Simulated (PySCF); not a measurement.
Members of one family of related compounds. Method: TDDFT PBE0/def2-SVPD, vertical, gas phase, core orbitals frozen in the response (PySCF 2.14.0, density-fitted response routines). Geometries: PBE0-D3(BJ)/def2-SVP; one conformer of each isolated species. Triplets are in the Tamm–Dancoff approximation. 'Strongest' means the level of largest summed f among the lowest 10 singlets; it needn't be the same kind of state in each.

Question: Rank by computed energy of the strongest computed level, lowest first.
A. `CC#[N+][BH2-]C1CCC1`
B. `c1cc([BH2-][N+]#CC)ncc1`
C. `CC#[N+][BH2-]COC`
D. `c1cccn1[BH2-][N+]#CC`

Answer: B (5.35 eV), A (5.97 eV), D (6.13 eV), C (6.45 eV).

| SMILES | strongest (eV) | S1 (eV) | HOMO (eV) | LUMO (eV) | f (strongest) | S1 mainly |
| --- | --- | --- | --- | --- | --- | --- |
| CC#[N+][BH2-]c1ccccn1 | 5.35 | 4.43 | -6.28 | -0.80 | 0.08 | H→L+3 (65%) |
| CC#[N+][BH2-]C1CCC1 | 5.97 | 5.12 | -6.83 | -0.53 | 0.28 | H→L+1 (79%) |
| CC#[N+][BH2-]n1cccc1 | 6.13 | 3.59 | -5.39 | -0.92 | 0.08 | H→L (100%) |
| CC#[N+][BH2-]COC | 6.45 | 5.25 | -6.74 | -0.46 | 0.26 | H→L (93%) |

H and L stand for HOMO and LUMO.
